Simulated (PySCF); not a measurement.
MCu for M along the chalcogens

PBE with triple-zeta basis sets in PySCF, for the lowest determinant that a PBE0 search found; no spin–orbit coupling. De refers to high-spin ground-configuration atoms. A positive dipole means M(−)Cu(+).

| M | basis | state (unpaired electrons) | Re (Å) | ωe (cm⁻¹) | De (eV) | μ (D) |
| --- | --- | --- | --- | --- | --- | --- |
| O | def2-TZVPP | doublet (π ↑) | 1.721 | 657 | 3.28 | 4.18 |
| S | def2-TZVPP | doublet (π ↑) | 2.061 | 416 | 3.07 | 3.68 |
| Se | x2c-TZVPPall | doublet (π ↑) | 2.165 | 312 | 2.92 | 3.05 |

The shortest bond is that of CuO (1.721 Å), the longest that of CuSe (2.165 Å).

The rows differ in basis set, which adds steps of its own.

Down a group the atoms grow and get heavier, so bonds lengthen and wavenumbers fall; this series shows no clear exception.

Spin–orbit coupling is left out. With d or f electrons several states lie close, and the lowest PBE0 determinant need not be the measured ground state.
